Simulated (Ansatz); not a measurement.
## Counterpoise correction, worked out

The pair of H2O (SMILES O, atoms 1–3) and BF3 (SMILES FB(F)F, atoms 4–7), both closed shells, in one local arrangement (a lower one may exist), relaxed at PBE0-D4/def2-TZVP:

O1  (-0.061, -0.305, -0.999)
H2  (-0.738, 0.269, -1.376)
H3  (0.789, -0.045, -1.375)
F4  (-0.229, -1.240, 1.254)
B5  (-0.006, -0.021, 0.751)
F6  (1.251, 0.463, 0.872)
F7  (-1.007, 0.879, 0.874)
(Å)

Program: Ansatz 0.2.0. Basis: def2-TZVPPD. Cores are frozen in the correlated methods.

MP2 total energies in eV:

| system | geometry | basis functions | energy |
| --- | --- | --- | --- |
| pair | pair | all | -10898.80711 |
| H2O | as in the pair | all (partner as ghosts) | -2076.99960 |
| BF3 | as in the pair | all (partner as ghosts) | -8820.93588 |
| H2O | as in the pair | its own | -2076.95931 |
| BF3 | as in the pair | its own | -8820.89909 |
| H2O | free (PBE0-D4 minimum) | its own | -2076.96972 |
| BF3 | free (PBE0-D4 minimum) | its own | -8821.45482 |

Question: Work out the interaction energy with and without the counterpoise correction, the superposition error, and the binding energy from the relaxed fragments.

Answer: Without correction: -10898.80711 − (-2076.95931) − (-8820.89909) = -0.94871 eV.
With correction (each fragment in the whole basis): -10898.80711 − (-2076.99960) − (-8820.93588) = -0.87163 eV = -20.10 kcal/mol.
The superposition error is the difference, 0.07708 eV, 8 % of the uncorrected value: each fragment borrows its partner's functions.
Deformation from the free shapes: 0.01041 eV for H2O and 0.55573 eV for BF3.
Binding energy from relaxed fragments: -0.87163 + 0.01041 + 0.55573 = -0.30549 eV = -7.04 kcal/mol (electronic, without zero-point energy; negative means bound). The deformation is large: the pair is on the way to a chemical bond or a shared proton. For comparison, the corrected interaction energy by CCSD(T) at an estimated basis limit (MP2 extrapolated from triple and quadruple zeta, plus CCSD(T) − MP2 in triple zeta) is -0.969 eV.

The T1 diagnostic stays at or below 0.015.

For scale, one of the runs: CCSD(T)/def2-TZVPPD, 231 basis functions, launched by `ansatz run in.yaml --threads 4 --pin off --events-out ev --progress --plain --max-ram 9574MiB`. The run took 33 s on 4 CPU threads of an Intel Xeon 6975P-C (shared host), with 5 GiB of host memory at its peak.
